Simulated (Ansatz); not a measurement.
`C[Se][SiH](F)Cl` + H₂ → `C[Se][SiH2]Cl` + H–F at 298.15 K and 1 bar (hydrogenolysis of the Si–F bond).

Isolated molecules relaxed with PBE0-D4/def2-TZVP in Ansatz; ΔE leaves out vibrations. CBS: MP2 limit from def2 TZ/QZ plus the TZ coupled-cluster correction, frozen cores. This one scheme is used for every species. For Se outer-core shells are correlated without core-valence functions, which leaves a few kJ/mol of doubt a bond. Scalar relativity is left out up to krypton. Each species was taken in one conformer, which may not be the lowest.

| species | CCSD(T)/CBS energy (Eh) | H − E (kJ/mol) | S (J/(mol·K)) |
| --- | --- | --- | --- |
| `C[Se][SiH](F)Cl` | -3289.96087 | 159.3 | 380.1 |
| H₂ | -1.17544 | 35.1 | 130.4 |
| `C[Se][SiH2]Cl` | -3190.69652 | 170.4 | 359.0 |
| H–F | -100.39570 | 33.5 | 173.6 |

H − E and S are ideal-gas, rigid-rotor, harmonic terms from PBE0-D4/def2-TZVP, for one conformer and one mirror image of each species. The MP2-based limit puts H₂ 0.8 mEh under its directly extrapolated value; such offsets cancel only in part. 1 Eh = 2625.50 kJ/mol, R = 8.31446 J/(mol·K).

Question: By hand: ΔE, ΔH, ΔS and ΔG.

Answer: ΔE = (-3190.69652) + (-100.39570) − (-3289.96087) − (-1.17544) = 0.04409 Eh = 115.8 kJ/mol. Δ(H − E) = 170.4 + 33.5 − 159.3 − 35.1 = 9.5, so ΔH = 125.3 kJ/mol. ΔS = 359.0 + 173.6 − 380.1 − 130.4 = 22.1 J/(mol·K). ΔG = 125.3 − 298.15 × (22.1)/1000 = 118.7 kJ/mol.

Question: By hand: the equilibrium constant, and the temperature at which ΔG would vanish if ΔH and ΔS stayed fixed.

Answer: log₁₀ K = −ΔG/(RT ln 10) = -20.8. ΔG = 0 at ΔH/ΔS = 5670 K, far beyond where these terms or the molecules hold.

ΔH outweighs TΔS. A doubt of 5 kJ/mol in ΔE shifts log₁₀ K by 0.9 here. Other conformers and mirror images would add mixing entropy, several J/(mol·K) or more a flexible species. Modes under 60 cm⁻¹, often nearly free rotors, make the harmonic entropy too high. These are equilibria of isolated gas molecules and say nothing of rates. Largest T1 diagnostic: 0.010 (customary marks: 0.02 for closed shells, 0.045 for open ones).
